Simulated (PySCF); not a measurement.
**Computed structure and properties of DyI2**

System: DyI2 (singlet in the valence; each metal's 4f electrons, 10 of them, lie in its core potential, out of spins and levels); start: template (C2v). Method: PySCF 2.14.0, RKS PBE0, Dy lcecp-0-SVP with ECP56, I def2-SVP with ECP28; non-relativistic Hamiltonian with scalar-relativistic core potentials where named; density fitting; no spin-orbit coupling.

Input of the relaxation:

```python
mol = gto.M(atom='''
Dy     0.00000     0.00000    -0.76804
I      2.82460    -0.00000     0.49606
I     -2.82460     0.00000     0.49606''',
    basis={'Dy': 'lcecp-0-SVP', 'I': 'def2-SVP'},
    ecp={'Dy': 'lcecp-0-SVP', 'I': 'def2-SVP'},
    charge=0, spin=0)
mf = dft.RKS(mol, xc='PBE0')
mf.grids.atom_grid = (50, 194)  # f atoms: unpruned, at least (60, 302)
mf = mf.density_fit()  # fitting sets: Dy AutoAux, I def2-universal-JKFIT
mf.conv_tol = 1e-08; mf.max_cycle = 55
mf.kernel(dm0)  # dm0: converged density of the start geometry
# quasi-Newton relaxation in Cartesian coordinates to a largest gradient under 0.00045 Eh/bohr, steps kept in the point group
```

Run from Python with OMP_NUM_THREADS=2; the lines above give its settings. Where DIIS fails, smearing, a level shift and second-order steps follow.
It took 33 s on 2 threads of Arm Neoverse V2 (shared host), from the converged density of the start.

Course of the relaxation:

```csv
step,energy above end (eV),largest force component within the symmetry (eV/Å)
0,0.1685,0.709
1,0.0982,0.468
2,0.0497,0.091
3,0.0460,0.064
4,0.0272,0.134
5,0.0223,0.285
6,0.0111,0.106
7,0.0055,0.028
8,0.0031,0.022
9,0.0010,0.075
10,0.0003,0.013
11,0.0000,0.001
```

Relaxed geometry (D∞h):

```xyz
3

Dy    0.0000    0.0000    0.0716
I     2.9769    0.0000    0.0763
I    -2.9769    0.0000    0.0763
```

```tsv
contact	Å
Dy1–I2 (I)	2.977
Dy1–I3 (I)	2.977
```

On the finer grid (75, 302):

```yaml
HOMO: not given (4f levels lie in the core)
LUMO: not given (4f levels lie in the core)
Dipole_about_the_centre_of_mass: 0.03 D
Set_of_Mulliken_populations_of_Dy1_outside_the_core_potential: s 2.31, p 6.23, d 0.66, f 0.01
D3_BJ_dispersion_energy_not_in_the_energies: -0.082 eV
```

```tsv
atom	Mulliken (e)	Löwdin (e)	spin (e)
Dy1	0.79	0.25	0.00
I2	-0.39	-0.13	0.00
I3	-0.39	-0.13	0.00
```

The 4f levels lie in the core potential and are missing. Their spin isn't counted.

On the grid (50, 194), as all that follows. Harmonic modes: a minimum within the noise of the softest modes; lowest 18 cm⁻¹ (negative: unstable), highest 178 cm⁻¹, zero-point energy 0.021 eV.

Taking off one I (charge -1, singlet; the rest: singlet) in vacuum, both parts rigid, costs 6.67 eV; the small basis without counterpoise inflates it. Most of it is the attraction of opposite charges; other ways to part are cheaper, and one spin state was tried for the rest.

Rigid scan of I along the line from its metal:

| distance to I2 (Å) | energy (eV) |
| --- | --- |
| 2.68 | 0.395 |
| 2.78 | 0.156 |
| 2.88 | 0.034 |
| 2.98 | 0.000 |
| 3.08 | 0.028 |
| 3.18 | 0.101 |
| 3.38 | 0.330 |
| 3.68 | 0.768 |
| 4.08 | 1.372 |
| 4.58 | 2.032 |

One start shape was tried, so this needn't be the lowest isomer.

An lcecp potential fixes the number of 4f electrons, so in runs with it no electron can move into or out of that shell; real Dy(II) is rare or takes another configuration.
